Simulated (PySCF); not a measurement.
A GIAO shielding run with PySCF 2.14 (density fitting, non-relativistic, gas phase) on SMILES [N+]([AlH2-][O]C)(C)(C)C, C$_{4}$H$_{14}$AlNO:

```
$ OMP_NUM_THREADS=1 python probes_run.py task.json out

{"job": {"kind": "nmr", "xc": "KT2", "basis": "pcSseg-1", "pop": false}, "charge": 0, "multiplicity": 1}
C      3.053343    -0.959750     0.063714
O      1.798506    -0.427755     0.292320
Al     0.928153     0.993543    -0.222009
N     -0.938730     0.216365     0.142095
C     -1.949716     1.219260    -0.200709
C     -0.999416    -0.127681     1.569015
C     -1.091165    -0.989287    -0.681863
H      3.874184    -0.251791     0.296903
H      3.195463    -1.281272    -0.988334
H      3.219601    -1.850766     0.697924
H      0.937956     2.244818     0.784535
H      0.870285     1.276110    -1.803999
H     -1.781671     2.126078     0.397064
H     -2.967272     0.838195    -0.004579
H     -1.860086     1.479643    -1.264623
H     -1.970242    -0.590250     1.819110
H     -0.863316     0.783356     2.167653
H     -0.178376    -0.820304     1.796553
H     -2.070799    -1.465923    -0.502697
H     -1.006299    -0.716613    -1.742877
H     -0.278727    -1.684547    -0.434144
```

Hardware: 1 thread of an Arm Neoverse N1, shared host.

**Question.** How large is the calculation?

**Answer.** 66 electrons, 196 basis functions and 1034 auxiliary functions.

**Question.** How long does it take, and how much memory does it need?

**Answer.** 79 s of wall time, with 16 SCF cycles; peak memory 0.77 GiB. Times on a shared host scatter by some tens of per cent.

**Question.** And these other runs on the same molecule and hardware: GIAO shielding at PBE0/pcSseg-1?

**Answer.** PBE0/pcSseg-1: 196 functions, 60 s.
